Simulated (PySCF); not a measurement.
Ga(H)(OH)(OMe) (CH5GaO2), SMILES C[O][GaH][OH]. Heavy atoms are numbered as in [GaH:1]([OH:3])[O:5][CH3:6]. Hydrogens are named by the atom that carries them.

Coordinates come from a PBE-D3(BJ)/def2-SVP optimisation. Other conformers were not sampled.

The numbers are results of HF/pcSseg-1 in PySCF, not measurements.

GIAO shieldings, no solvent; atoms alike by connectivity are averaged. δ = σ(ref) − σ: ¹H against TMS (σ = 31.99 ppm); ¹⁷O against H2O (σ = 333.0 ppm); ¹³C against TMS (σ = 192.6 ppm), references at their B3LYP-D3(BJ)/def2-TZVP geometries, non-relativistic.

Computed chemical shifts:
```tsv
nucleus	atoms	count	δ (ppm)
¹H	H on Ga1	1	4.82
¹H	H on C6	3	4.24
¹H	H on O3	1	2.31
¹⁷O	O3 (OH)	1	32.4
¹⁷O	O5	1	11.8
¹³C	C6 (CH3)	1	54.1
```
